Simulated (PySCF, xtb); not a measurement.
C₂H₆AlN, SMILES C=[CH][AlH][NH2].

GFN2-xTB (xtb) at its own geometry gives an orbital gap of 4.00 eV and a dipole moment of 1.38 D.

The structure is a stationary point at B3LYP-D3(BJ)/def2-SVP. The values are those of a single conformer.

Question: What does M06-2X/def2-TZVP in PySCF give? (Estimate from the structure and the level; the computed values follow.)

Answer: gap 8.56 eV (levels -8.71 and -0.15 eV), dipole 0.98 D.
